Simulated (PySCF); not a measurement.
Compound: C₇H₉NO₂.
Atom-mapped SMILES: `[NH2:1][C:2](=[O:3])[C@@H:4]1[CH2:5][CH:6]=[CH:7][C:8](=[O:9])[CH2:10]1` (hydrogens: H11, H12 on N1; H13 on C4; H14, H15 on C5; H16 on C6; H17 on C7; H18, H19 on C10)

The calculation used TDDFT CAM-B3LYP/def2-SVPD, vertical, gas phase, core orbitals frozen in the response in PySCF. One conformer (not necessarily the lowest) at the PBE0-D3(BJ)/def2-SVP geometry, without solvent, vibrations or thermal averaging.

Frontier orbitals with the atoms that hold most of them (Löwdin shares over 4%, at most four atoms; ? is withheld):

| orbital | ε (eV) | atoms |
| --- | --- | --- |
| HOMO-3 | -9.74 | N1 45%, O3 33%, C2 11% |
| HOMO-2 | -9.57 | O3 40%, O9 10%, C7 10%, C6 9% |
| HOMO-1 | -9.18 | ? |
| HOMO | -8.70 | ? |
| LUMO | -0.54 | C6 26%, O9 21%, C8 21%, C7 14% |
| LUMO+1 | 0.90 | H12 18%, H13 11%, N1 11%, C2 10% |
| LUMO+2 | 1.36 | C2 34%, O3 25%, N1 12%, C4 6% |

Problem. Give the leading atoms of the HOMO-1.

Solution. C7 (bonded to 2 C and H) 23%; C6 (bonded to 2 C and H) 19%; O9 (bonded to C) 17%; O3 (bonded to C) 16%. By element: carbon 42% or more, oxygen 33%.

Problem. Give the leading atoms of the HOMO.

Solution. O9 (bonded to C) 45%; O3 (bonded to C) 13%; C8 (bonded to 2 C and O) 10%; C10 (bonded to 2 C and 2 H) 9%. By element: oxygen 58%, carbon 19% or more.

Problem. The HOMO–LUMO gap is 8.16 eV. Where does the response calculation put the lowest singlet, and from which orbitals?

Solution. S1 is at 3.89 eV (f = 0.0001), 4.27 eV below the gap, made of HOMO→LUMO (79%), HOMO-1→LUMO (10%). 

Problem. One configuration dominates each of S1 and S4. Which, and how do the shares of the two leading atoms of either orbital change from the occupied to the empty one?

Solution. 
- S1 (3.89 eV, f 0.0001), HOMO→LUMO (79%): O9 45% → 21%, O3 13% → at most 15%, C6 at most 9% → 26%
- S4 (6.58 eV, f 0.043), HOMO-2→LUMO (73%): O3 40% → at most 15%, O9 10% → 21%, C6 9% → 26%

Löwdin shares depend on the basis, the more so with diffuse functions.
